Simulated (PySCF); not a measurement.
# Mo (molybdenum, neutral) across methods

[Kr] 4d4 5s2, high-spin 5D determinant (an excited configuration). Calculation: PySCF 2.14, in cc-pVTZ-PP with ECP28MDF (5s5p4d2f1g, 63 functions); scalar relativity through the core potential. The B2PLYP total includes its PT2 part (frozen core); its orbital energies are those of the SCF part.

```csv
method,E (hartree),mean ε 4d α (eV),mean ε 5s α (eV),mean ε 5s β (eV),Σ⟨r²⟩ (bohr²),⟨S²⟩
UHF,-67.26402,-12.224,-7.186,-5.629,59.97,6.028
B2PLYP,-67.6435,-9.354,-6.268,-5.266,58.26,6.011
PBE,-67.8211,-6.123,-5.151,-4.153,56.70,6.009
PBE0,-67.8012,-7.811,-5.838,-4.799,57.15,6.011
r2SCAN,-67.8387,-6.739,-5.412,-4.272,57.20,6.027
LDA,-67.6534,-6.326,-5.452,-4.430,56.94,6.009
PBEsol,-67.7030,-6.109,-5.213,-4.160,56.60,6.010
revPBE,-67.8589,-6.053,-5.068,-4.074,56.61,6.010
```

Question: Estimate the same row for r2SCAN0.

Answer: E (hartree) = -67.8081; mean ε 4d α (eV) = -8.276; mean ε 5s α (eV) = -6.071; mean ε 5s β (eV) = -4.893; Σ⟨r²⟩ (bohr²) = 57.58; ⟨S²⟩ = 6.025.

Energies and moments cover only the electrons outside the core potential.
